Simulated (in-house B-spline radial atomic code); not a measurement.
Inner-shell binding energies (edges) and X-ray emission energies of free atoms and ions, as differences of relaxed hole-state energies with first-order Breit, QED and recoil terms, without correlation or multiplet splittings, in NIST's listed ground configurations. For neutral atoms such line energies lie within some 1 to 5 eV of tabulated X-ray lines (up to 20 eV for the heaviest). K = 1s, L1 = 2s, M5 = 3d5/2. A dash marks a subshell that is part filled or wasn't run, or a line left out. Computed with a B-spline radial code for spherical atoms: Dirac-Hartree-Fock, average of the configuration, finite nuclei.

```
 ion      configuration  K edge (eV)  L1 edge (eV)  M5 edge (eV)
  Te  [Kr] 4d10 5s2 5p4      31821.7          4955        581.52
  I+  [Kr] 4d10 5s2 5p4            ?             ?             ?
Xe2+  [Kr] 4d10 5s2 5p4            ?             ?             ?
Cs3+  [Kr] 4d10 5s2 5p4      36021.1        5759.6        764.01
Ba4+  [Kr] 4d10 5s2 5p4        37490       6046.34        831.88
```

(1) Fill in the row of I+.

(2) Fill in the row of Xe2+.

## Answers

(1) K edge (eV): 33187.1; L1 edge (eV): 5213.86; M5 edge (eV): 638.66.

(2) K edge (eV): 34586.9; L1 edge (eV): 5482.1; M5 edge (eV): 699.56.
